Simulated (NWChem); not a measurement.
# BH2F; SMILES BF

```xyz
4

B      0.0000     0.0000     0.6614
H      0.0000    -1.0578     1.2202
H      0.0000     1.0578     1.2202
F      0.0000     0.0000    -0.6624
```
Atoms are numbered in this order, from 1.

Results from NWChem. All runs use the structure optimised with B3LYP/6-31G* (spherical d). GIAO values for the isolated, static molecule; σ is the absolute isotropic shielding, δ = σ(reference) − σ with the isolated reference molecule computed at the same levels (11B: boron trifluoride, 19F: trichlorofluoromethane, 1H: tetramethylsilane).

For level PBE/pcSseg-1:

- δ B1 (ppm) = 46.0
- δ H2 (ppm) = 5.68
- δ F4 (ppm) = 14.6

Question: Estimate the same quantities for level PBE0/pcSseg-1.

Answer: The δ B1 (ppm) is 44.3 and the δ H2 (ppm) is 5.46. The δ F4 (ppm) comes out as 12.2.
